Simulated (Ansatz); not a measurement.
Ansatz results at the PBE0-D4/def2-TZVP geometry: LUMO energy (B3LYP/def2-TZVPP) -1.31 eV; HOMO–LUMO gap (PBE/def2-TZVPP) 5.50 eV; HOMO energy (B3LYP/def2-TZVPP) -8.54 eV.

Each molecule was computed in one conformer, which needn't be the lowest.

Question: Which molecule gave them?
A. `CC[N](C)[Ge]([CH3])([F])[O]C`
B. `CC(C)[CH2][Ge]([Cl])([Cl])[Cl]`
C. `[F][Ge]([F])([SiH3])[Cl]`
D. `[Cl][GeH]([Cl])[Cl]`

Answer: B. The others give `[F][Ge]([F])([SiH3])[Cl]`: -1.29, 5.95, -8.97; `CC[N](C)[Ge]([CH3])([F])[O]C`: 0.45, 4.97, -6.20; `[Cl][GeH]([Cl])[Cl]`: -1.73, 5.54, -9.08.

B3LYP here is the variant with VWN-RPA as its local correlation; programs differ in this.
